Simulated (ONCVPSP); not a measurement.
What one change does to a pseudopotential (Mn (Z = 25), ONCV)

manganese (Mn), optimised norm-conserving Vanderbilt (ONCV), made with ONCVPSP 4.0.1 (LDA (Perdew-Wang 92), scalar-relativistic). Core [Ne], reference 3s2 3p6 3d5 4s2. Waves: 3s+4s: rc 1.30 bohr, ncon 3, nbas 6, qcut 9.1 1/bohr, 3 projectors, debl 4 Ha; 3p: rc 1.30 bohr, ncon 3, nbas 8, qcut 10.5 1/bohr, 2 projectors, debl 1.5 Ha; 3d: rc 1.05 bohr, ncon 4, nbas 9, qcut 14.7 1/bohr, 1 projector. Local part: polynomial inside 0.95 bohr (lpopt 5, dvloc0 6 Ha). Core correction: none.

In the p channel the program set the typed energies aside and used -2.002, 0.250 Ha.

Change: s: qcut 13.1; p: qcut 15.2; d: qcut 21.2.

Cutoffs: the cutoffs (Ha) at which the residual kinetic energy of the hardest occupied pseudo-wave falls to 1 and 0.1 mHa per electron; they do not see the model core or the augmentation charge, which bear on the density cutoff. Errors are all-electron minus pseudo energies relative to the spin-unpolarised reference configuration.

**Question.** How do hardness, ghosts and transferability respond?

**Answer.** The potential gets harder (80 Ha and 92 Ha → 103 Ha and 121 Ha); the bound ghost in s disappears; of the 4 tests that both files solve, the error grows in 0 and shrinks in 2 by more than 15 % and 0.3 meV (median size 3.9 → 1.8 meV).

| quantity | base | changed |
| --- | --- | --- |
| cutoff, loose | 80 Ha | 103 Ha |
| cutoff, tight | 92 Ha | 121 Ha |
| loose cutoff by channel | s 29 Ha, p 31 Ha, d 80 Ha | s 40 Ha, p 54 Ha, d 103 Ha |
| bound ghosts | s | none |
| GHOST(+) flags under 300 eV | none | none |
| error for 3s2 3p6 3d5 4s1, meV [ΔE 8.65 eV] | -0.1 | -0.3 |
| error for 3s2 3p6 3d5 4s0, meV [ΔE 24.52 eV] | +0.8 | 0.0 |
| error for 3s2 3p6 3d4 4s0, meV [ΔE 57.33 eV] | -7.4 | -7.3 |
| error for 3s2 3p6 3d4 4s2 4p1, meV [ΔE 7.93 eV] | +7.0 | +3.2 |
| s: phases at 1.32 bohr within 0.05 rad from the reference energy up to (Ha; the scan ends near 5) | to the end of the scan | to the end of the scan |
| p: phases at 1.32 bohr within 0.05 rad from the reference energy up to (Ha; the scan ends near 5) | to the end of the scan | to the end of the scan |
| d: phases at 1.06 bohr within 0.05 rad from the reference energy up to (Ha; the scan ends near 5) | 4.4 | 4.6 |

 A true bound ghost makes a file unfit for plane-wave use even where its test errors are small: the radial tests pick states by their node count and pass the ghost by.
